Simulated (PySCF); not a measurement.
Sn(F)2(OH)(NH2) (F2H3NOSn), SMILES [NH2][Sn]([OH])([F])[F].

Geometry optimised at PBE-D3(BJ)/def2-SVP. A frequency run showed that this geometry is not a minimum. The structure was generated by enumeration; whether it is a known compound was not checked. The def2 effective core potentials stand for the cores of Sn; spin–orbit coupling is left out. Other conformers were not sampled.

Level of theory: PBE/def2-TZVP (PySCF).

Isolated molecule, no solvent.

Computed frontier levels, gap, dipole moment and polarisability:
* **highest occupied level**: -7.40 eV
* **lowest empty level**: -3.46 eV
* **orbital gap**: 3.94 eV
* **dipole moment**: 2.29 D
* **quadrupole, principal values (traceless, Buckingham form, about the centre of nuclear charge)**: -10.74, -4.27, 15.01 D·Å
* **mean static polarisability**: 49.1 bohr³ (7.28 Å³)
* **polarisability, principal values**: 42.8, 48.2, 56.3 bohr³
